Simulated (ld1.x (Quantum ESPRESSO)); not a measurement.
An all-electron radial function and its pseudo partner (B)

Columns: radius, all-electron u(r) and pseudo u(r) of the 2s shell (level -31.34 eV) of boron in the configuration [He] 2s1 2p0; LDA (PZ), scalar-relativistic, ultrasoft scheme, ld1.x (Quantum ESPRESSO) 7.5.

```csv
r (bohr),all-electron,pseudo
0.090,0.3097,-0.0219
0.180,0.3702,-0.0494
0.270,0.3007,-0.0870
0.360,0.1687,-0.1377
0.450,0.0124,-0.2026
0.540,-0.1459,-0.2802
0.630,-0.2937,-0.3671
0.720,-0.4247,-0.4582
0.810,-0.5360,-0.5477
0.900,-0.6271,-0.6295
0.990,-0.6985,-0.6986
1.080,-0.7515,-0.7515
1.170,-0.7878,-0.7878
1.260,-0.8093,-0.8093
1.350,-0.8180,-0.8180
1.440,-0.8159,-0.8159
1.530,-0.8046,-0.8046
1.620,-0.7859,-0.7859
1.710,-0.7613,-0.7613
1.800,-0.7322,-0.7322
1.890,-0.6998,-0.6998
1.980,-0.6651,-0.6651
2.070,-0.6289,-0.6289
2.160,-0.5920,-0.5920
2.250,-0.5551,-0.5551
2.340,-0.5185,-0.5185
```

How many radial nodes do the two functions have?

The all-electron 2s function has n − l − 1 = 1; the pseudo-wave has 0, since the states of the same l below it are removed with the core.

At about which radius was the pseudo-wave matched?

1.05 bohr, where the columns begin to agree (steps of 0.09 bohr).

Is the pseudo-wave norm-conserving?

No, it belongs to an ultrasoft set: the norm inside the radius is not constrained, and the difference is carried by the augmentation charge.
